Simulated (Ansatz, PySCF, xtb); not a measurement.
Gas-phase reaction in SMILES: CO[Si](F)(OC)OC + 7 [H][H] (H2) → 3 C (CH4) + F (HF) + 3 O (H2O) + [SiH4] (SiH4)
Each molecule is optimised on its own at B3LYP-D3(BJ)/def2-TZVP (Ansatz, a first-principles code), one conformer each, not searched for the lowest. Frequencies are from Ansatz or PySCF.
Geometry of the first species:
SMILES: CO[Si](F)(OC)OC
```xyz
17

Si    -0.0419    -0.0184     0.3159
F     -0.7023     0.4890     1.6745
O     -0.5309     0.9593    -0.8879
C     -0.4303     2.3781    -0.8778
O      1.5531     0.0137     0.5859
C      2.5334    -0.4779    -0.3197
O     -0.5042    -1.5238    -0.0482
C     -1.7821    -1.9154    -0.5356
H      0.6087     2.6975    -0.7624
H     -1.0244     2.8057    -0.0669
H     -0.8101     2.7475    -1.8296
H      2.4728     0.0354    -1.2832
H      2.4091    -1.5508    -0.4805
H      3.5133    -0.2931     0.1182
H     -1.7081    -2.9485    -0.8727
H     -2.5316    -1.8543     0.2568
H     -2.0914    -1.2855    -1.3721
```
Charge 0, spin multiplicity 1.

Wanted: energy of full hydrogenation (0 K, with B3LYP-D3(BJ) harmonic zero-point energies), in kcal/mol. Correlated levels leave the core frozen unless marked. Spin-orbit coupling is left out. Non-relativistic. Basis-set limits of correlation are two-point, X^-3; Hartree-Fock from the larger set. [CCSD(T)-MP2]/basis is that difference in the basis named.

```csv
level,program,energy of full hydrogenation (kcal/mol)
GFN1-xTB,xtb,19.8
```

Question: Estimate the value at RI-MP2/CBS(aug-cc-pV(T+d)Z,aug-cc-pV(Q+d)Z)+[CCSD(T)-MP2]/aug-cc-pV(T+d)Z as computed with Ansatz.

Answer: 29.4 kcal/mol
